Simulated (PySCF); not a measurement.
Job file and geometry (Å, from GFN2-xTB) of an NMR shielding run on `[F][Al]([C]#CCC)[F]`, C4H5AlF2, GIAO PBE0/pcSseg-1 NMR shielding, non-relativistic, gas phase in PySCF; density fitting, a coarse starting grid and PySCF grid level 2 are the driver's defaults:

```
$ OMP_NUM_THREADS=1 python probes_run.py task.json out

{"job": {"kind": "nmr", "xc": "PBE0", "basis": "pcSseg-1"}, "charge": 0, "multiplicity": 1}
C     -2.092772     0.314956     0.075343
C     -1.145596    -0.856449     0.343538
C      0.237024    -0.443123     0.239223
C      1.383923    -0.066821     0.143511
Al     3.192554     0.532172     0.017127
F      3.576206     2.120141    -0.190563
F      4.473000    -0.498749     0.112799
H     -1.929936     1.108682     0.800575
H     -1.922693     0.719189    -0.919760
H     -3.126115    -0.016463     0.145950
H     -1.328045    -1.659158    -0.376920
H     -1.316351    -1.255065     1.347870
```

Question: What does the program print?

Answer: 
```
coarse grid: 11240 points
cycle   1  E = -596.9263724040  dE =  5.379e-01  |g| = 8.910e-01  |ddm| = 3.466e+00
cycle   2  E = -596.7888030536  dE =  1.376e-01  |g| = 1.339e+00  |ddm| = 1.365e+00
cycle   3  E = -597.0663424437  dE = -2.775e-01  |g| = 9.395e-02  |ddm| = 7.666e-01
cycle   4  E = -597.0683568601  dE = -2.014e-03  |g| = 3.047e-02  |ddm| = 1.250e-01
cycle   5  E = -597.0685547703  dE = -1.979e-04  |g| = 1.321e-02  |ddm| = 3.804e-02
cycle   6  E = -597.0685915183  dE = -3.675e-05  |g| = 4.628e-03  |ddm| = 1.180e-02
cycle   7  E = -597.0685968850  dE = -5.367e-06  |g| = 5.627e-04  |ddm| = 3.835e-03
final grid: 106792 points
cycle   8  E = -597.1235500783  dE = -3.828e-05  |g| = 6.042e-03  |ddm| = 4.769e-02
cycle   9  E = -597.1235478147  dE =  2.264e-06  |g| = 6.826e-03  |ddm| = 1.306e-02
cycle  10  E = -597.1235593481  dE = -1.153e-05  |g| = 1.254e-03  |ddm| = 6.038e-03
cycle  11  E = -597.1235596882  dE = -3.401e-07  |g| = 4.194e-04  |ddm| = 1.182e-03
cycle  12  E = -597.1235597282  dE = -4.000e-08  |g| = 1.244e-04  |ddm| = 3.097e-04
cycle  13  E = -597.1235597307  dE = -2.501e-09  |g| = 2.394e-05  |ddm| = 8.212e-05
cycle  14  E = -597.1235597308  dE = -8.890e-11  |g| = 6.067e-06  |ddm| = 2.563e-05
converged SCF energy = -597.1235597308

GIAO shielding tensors (ppm)
atom      isotropic    diamagn.    paramagn.     s11        s22        s33       span
  0 C      170.438     247.032     -76.594    158.178    166.278    186.858     28.681
  1 C      170.177     248.736     -78.559    159.379    167.408    183.744     24.364
  2 C       64.156     268.612    -204.456    -52.047    -47.555    292.070    344.117
  3 C      108.560     250.150    -141.590     28.939     36.143    260.597    231.658
  4 Al     483.257     794.968    -311.711    416.663    488.475    544.632    127.969
  5 F      344.650     470.704    -126.054    272.674    321.170    440.106    167.432
  6 F      345.362     469.770    -124.408    273.400    321.142    441.544    168.143
  7 H       30.357      29.613       0.744     26.558     28.787     35.725      9.167
  8 H       30.375      29.846       0.529     26.560     28.849     35.716      9.157
  9 H       30.601      27.861       2.740     26.155     27.611     38.036     11.881
 10 H       29.326      28.770       0.556     24.130     28.454     35.394     11.263
 11 H       29.331      28.335       0.997     24.175     28.435     35.384     11.208
```

Size and cost of the density-fitted run: 151 basis functions, 36 s wall time on 1 thread of an Arm Neoverse N1, shared host; peak memory 0.7 GiB.
